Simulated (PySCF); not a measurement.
## From a computed spectrum to the compound

A species of 5 atoms with charge 3 has these harmonic modes (PBE0, small Gaussian bases with core potentials, PySCF 2.14.0):

```csv
cm⁻¹,km/mol,symmetry
216,1.0,a1
459,3.5,e
459,3.5,e
885,29.6,a1
1013,0.8,e
1013,0.8,e
2375,204.5,a1
2419,173.2,e
2419,173.2,e
```

Which species is it, and in which structure?

[Lu(PH3)]3+ (singlet in the valence; each metal's 4f electrons, 14 of them, lie in its core potential, out of spins and levels):
```xyz
5

Lu    0.0000    0.0000   -0.4696
P     0.0000    0.0000    2.3720
H     1.3378    0.0000    2.8731
H    -0.6689    1.1586    2.8731
H    -0.6689   -1.1585    2.8731
```
Ideal gas at 298.15 K and 1 bar: S = 283.6 J/(mol K), Cp = 57.3 J/(mol K), H − H(0 K) = 13.0 kJ/mol (rigid rotor, harmonic modes, spin degeneracy alone, that of the 4f electrons in the core included). An lcecp potential fixes the number of 4f electrons, so in runs with it no electron can move into or out of that shell.
 The answer isn't unique; the calculation gave this one.
